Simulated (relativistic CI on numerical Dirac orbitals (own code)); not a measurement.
**Ni³⁺ in a cubic cluster: 2p photoemission with charge transfer**

Computed with a charge-transfer multiplet model of a cubic metal-ligand cluster with up to 3 ligand holes, Slater and spin-orbit integrals from Dirac-Coulomb-Breit ions, Slater integrals scaled by 0.8. The ground state mixes d7 with configurations of k ligand holes L, whose averages lie at kΔ + k(k − 1)U_dd/2; a core hole lowers each added d electron by U_cd. 300 K, Lorentzian 0.6 eV and Gaussian 0.8 eV FWHM.

Atomic integrals in eV (Slater integrals scaled, ζ unscaled), ground: F2dd 10.578, F4dd 6.603, zeta_d 0.089; with the core hole: F2dd 11.936, F4dd 7.492, zeta_d 0.124, zeta_core 11.400, F2cd 7.214, G1cd 5.576, G3cd 3.173.

Cluster parameters (eV): Δ = 3.4, U_dd = 7, U_cd = 8.9, 10Dq(ligand) = 1.2, V(eg) = 1.6, V(t2g) = -0.81, final-state hopping factor = 0.9.

| Case | n_d | d7 | d8L | d9L2 | d10L3 | S |
| --- | --- | --- | --- | --- | --- | --- |
| 10Dq = 0.7 eV | 7.16 | 0.84 | 0.16 | 0.00 | 0.00 | 1.50 |
| 10Dq = 1 eV | 7.16 | 0.85 | 0.15 | 0.00 | 0.00 | 1.50 |
| 10Dq = 1.3 eV | 7.15 | 0.85 | 0.15 | 0.00 | 0.00 | 1.50 |
| 10Dq = 1.6 eV | 7.15 | 0.85 | 0.14 | 0.00 | 0.00 | 1.49 |
| 10Dq = 1.9 eV | 7.24 | 0.77 | 0.23 | 0.01 | 0.00 | 0.98 |

Weights, n_d and S are thermal averages at 300 K. Binding energies count from the first peak over 30 % of the highest in each spectrum, which can be another peak from case to case. The parameters are a model scan and need not match a compound or its usual spin state. Peaks in eV (height, largest 100):
- 10Dq = 0.7 eV: 0.0 (90), 5.3 (100), 8.1 (81), 12.1 (27), 13.7 (15), 19.4 (56), 24.7 (52), 26.5 (45)
- 10Dq = 1 eV: 0.0 (86), 5.3 (100), 8.0 (77), 12.1 (25), 19.3 (52), 24.7 (53), 26.3 (41)
- 10Dq = 1.3 eV: 0.0 (83), 3.3 (39), 5.3 (100), 8.0 (73), 12.3 (24), 19.2 (48), 24.8 (54), 26.2 (38)
- 10Dq = 1.6 eV: 0.0 (80), 3.2 (41), 5.2 (100), 7.9 (68), 12.2 (22), 19.0 (45), 24.7 (56)
- 10Dq = 1.9 eV: 0.0 (100), 6.2 (89), 8.5 (64), 18.0 (43), 20.0 (33), 25.3 (42), 27.9 (37)

For the case 10Dq = 1 eV, Δ = 3.4 eV is smaller than U_dd = 7 eV, the charge-transfer side of the Zaanen-Sawatzky-Allen scheme. With the core hole the average of the configuration with one ligand hole lies at Δ − U_cd = -5.5 eV before mixing: it lies below the unscreened one, so the lowest final states are mostly screened and the unscreened weight appears at higher binding energy as a satellite. The thermal average of S changes within this range, from 1.5 to 1.0; a value between half-integers is an average over states of different spin.
